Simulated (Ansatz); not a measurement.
Geometry optimisation, Ansatz 0.2.0, RKS B3LYP/def2-SVP.

input.yaml

```yaml
crystal:
  periodic: [false, false, false]
  atoms:
    - { symbol: C, position_ang: [-0.8322, 1.464, 0.2529] }
    - { symbol: Si, position_ang: [-0.2102, -0.0908, 0.931] }
    - { symbol: Sn, position_ang: [0.9481, -1.3397, -0.9084] }
    - { symbol: F, position_ang: [-0.1924, -1.6998, -2.341] }
    - { symbol: H, position_ang: [-1.5888, 1.277, -0.5986] }
    - { symbol: H, position_ang: [-1.4066, 2.0818, 1.0421] }
    - { symbol: H, position_ang: [-0.0174, 2.1257, -0.1464] }
    - { symbol: H, position_ang: [-1.2758, -0.888, 1.4415] }
    - { symbol: H, position_ang: [0.7418, 0.2248, 2.0614] }
    - { symbol: H, position_ang: [2.3044, -0.3643, -1.477] }
    - { symbol: H, position_ang: [1.5946, -2.8478, -0.2371] }
basis:
  gaussian: { orbitals: def2-SVP }
hamiltonian:
  xc: b3lyp
relax:
  f_tol: 0.015
  max_steps: 40
```

Launched with:

```bash
$ ansatz run input.yaml --threads 2 --pin off --max-ram 3072MiB --backend cpu --events-out ev --progress --plain --runs-dir out
```

Where does it end, and by what steps?

The forces met the threshold. The force dipped under the threshold on the way, but the program's further checks kept it going. After 19 steps the energy has fallen by 0.501 eV; H11 moved furthest, 0.43 Å.

```tsv
step	energy less start (eV)	largest force component (eV/Å)	accepted
0	0.0000	2.853	yes
1	-0.4310	1.093	yes
2	-0.4882	0.455	yes
3	-0.4965	0.109	yes
4	-0.4979	0.021	yes
5	-0.4986	0.054	yes
6	-0.4992	0.030	yes
7	-0.4995	0.013	yes
8	-0.4997	0.014	yes
9	-0.5000	0.021	yes
10	-0.5003	0.059	yes
11	-0.5005	0.043	yes
12	-0.5008	0.018	yes
13	-0.5010	0.020	yes
14	-0.5010	0.050	no
15	-0.5012	0.022	yes
16	-0.5013	0.021	yes
17	-0.5013	0.020	yes
18	-0.5014	0.017	yes
19	-0.5014	0.013	yes
```

```xyz
11
Properties=species:S:1:pos:R:3
C -0.961 1.490 0.217
Si -0.140 -0.011 1.019
Sn 1.110 -1.371 -0.805
F -0.137 -1.309 -2.326
H -1.598 1.168 -0.622
H -1.586 2.027 0.949
H -0.208 2.191 -0.175
H -1.155 -0.911 1.643
H 0.836 0.392 2.076
H 2.556 -0.667 -1.432
H 1.350 -3.056 -0.524
```

Whether the end is a true minimum wasn't checked by a vibrational analysis.

Run time: 56 s on 2 threads of Arm Neoverse V2, on a shared host, peak memory 0.25 GiB.
